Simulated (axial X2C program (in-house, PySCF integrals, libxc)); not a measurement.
The numbers below are computed, except where a source is named.
CoTe⁺: input and output

Program: an in-house relativistic program for diatomic molecules.

Input file and command:
```json
{"zs": [52, 27], "q": 1, "bas": ["dyall-cv3z", "dyall-cv3z"], "levels": ["PBE0", "HF", "TPSSh"], "cc": true, "r0": 2.31, "thr": -1.0, "nmax": 90, "npts": 10, "nst": 2, "ntry": 6}
```
```bash
python so2c.py task.json out
```

Keys: zs atomic numbers; q charge; bas basis sets; levels methods; cc coupled cluster on or off; r0 starting distance in Å; thr threshold in hartree for freezing inner shells (an s shell follows its p shell); nmax most natural virtual spinors; npts points on the curve; nst determinants followed; ntry starts of the search. HF also brings MP2.

Output of the PBE0 step, spin-free, at R = 2.393 Å for the state M_S = 2, Λ = 2. It starts from the PBE0 orbitals of the search at 2.393 Å.

```
spin-free X2C-1e  PBE0
basis functions 232  fitting functions 1228  grid points 5800
iter        total energy     max residual
   1      -8186.296114590     9.42e-05
   2      -8186.296114625     7.21e-05
   3      -8186.296114676     2.09e-05
   4      -8186.296114681     9.51e-06
converged
one-electron -11854.19235592  Coulomb 3594.37300962  exact exchange -58.29659680  xc functional -178.65438978  nuclear repulsion 310.47421819
```
Energies are in hartree; totals compare only within one Hamiltonian and basis.
